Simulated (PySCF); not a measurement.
C₆H₁₀AlNS.
SMILES with atom numbers: `[CH3:1][S:2][c:3]1[cH:4][cH:5][cH:6][n+:7]([AlH3-:8])[cH:9]1`

Method used: delta-SCF UKS SCAN, pcX-2 on the ionised atom, pcseg-1 elsewhere, spin-free X2C in PySCF 2.14.0. These are vertical core ionisation energies against the vacuum level, from separate self-consistent calculations with and without the core hole.

Some binding energies are withheld.

```
atom(s)                                                     bonded to  level  binding energy (eV)
     C1                                                     S and 3 H   C 1s               292.03
     C3                            S and 2 C (aromatic in the SMILES)   C 1s                    ?
     C4                            2 C (aromatic in the SMILES) and H   C 1s               291.27
     C5                            2 C (aromatic in the SMILES) and H   C 1s                    ?
     C6  N (aromatic in the SMILES), C (aromatic in the SMILES) and H   C 1s               291.67
     C9  N (aromatic in the SMILES), C (aromatic in the SMILES) and H   C 1s               291.80
     N7                           2 C (aromatic in the SMILES) and Al   N 1s               406.08
    Al8                                                     N and 3 H  Al 1s                    ?
     S2                                                           2 C   S 1s              2477.94
```

Problem. Fill in Al 1s for Al8.

Solution. 1565.02 eV (aluminium bonded to N and 3 H).

Problem. Fill in C 1s for C3.

Solution. 291.95 eV (substituted aromatic carbon). The nearest listed C 1s value is that of C1; the shift against it is -0.08 eV.

Problem. Fill in C 1s for C5.

Solution. 291.32 eV (aromatic CH carbon). The nearest listed C 1s value is that of C4; the shift against it is +0.05 eV.

The listed C 1s values span 0.76 eV, from C4 (bonded to 2 C (aromatic in the SMILES) and H) to C1 (bonded to S and 3 H).

Problem. Which effective nuclear charge Zeff reproduces each element's mean 1s value in the hydrogen-like formula E = 13.606 eV × Zeff²?

Solution. C (Z = 6): mean 291.7 eV, Zeff = 4.63, Z − Zeff = 1.37; N (Z = 7): mean 406.1 eV, Zeff = 5.46, Z − Zeff = 1.54; Al (Z = 13): mean 1565.0 eV, Zeff = 10.73, Z − Zeff = 2.27; S (Z = 16): mean 2477.9 eV, Zeff = 13.50, Z − Zeff = 2.50. Means run over the listed sites, weighted by atom count.

Not every level is listed. Spin contamination (⟨S²⟩ against 0.75 for a pure doublet) is marked for C 1s of C3 (0.87), which makes this value less certain. The structure is a single PBE0-D3(BJ)/def2-SVP conformer in the gas phase; no vibrational or solvent corrections.

Shape of the structure used: `[CH3:1][S:2][c:3]1[cH:4][cH:5][cH:6][n+:7]([AlH3-:8])[cH:9]1`: C1–S2–C3–C4 180°.
